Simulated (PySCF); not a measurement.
A GIAO shielding run with PySCF 2.14 (density fitting, scalar relativity only through the core potential, gas phase) on `[Cl][Ta]([Cl])([Cl])([Cl])[Cl]`, Cl5Ta:

```
{"job": {"kind": "nmr", "xc": "PBE0", "basis": {"default": "pcSseg-1", "Ta": "def2-TZVP"}}, "charge": 0, "multiplicity": 1}
Ta    -0.003169    -0.001098     0.000198
Cl    -0.023707    -0.011669     2.326723
Cl     0.014790     0.008948    -2.326279
Cl     2.280340     0.011259     0.021106
Cl    -1.138466     1.983756     0.000038
Cl    -1.129778    -1.991186    -0.021786
```

Hardware: 1 thread of an x86-64 server CPU, shared host. The job also computes population analyses, field gradients.

Question: How large is the calculation?

Answer: 98 electrons, 160 basis functions and 972 auxiliary functions.

Question: How long does it take?

Answer: 15 s of wall time, with 12 SCF cycles and 5 response iterations. Times on a shared host scatter by some tens of per cent.

Question: And these other runs on the same molecule and hardware: GIAO shielding at KT2/pcSseg-1 (def2-TZVP on Ta)?

Answer: KT2/pcSseg-1 (def2-TZVP on Ta): 160 functions, 22 s.
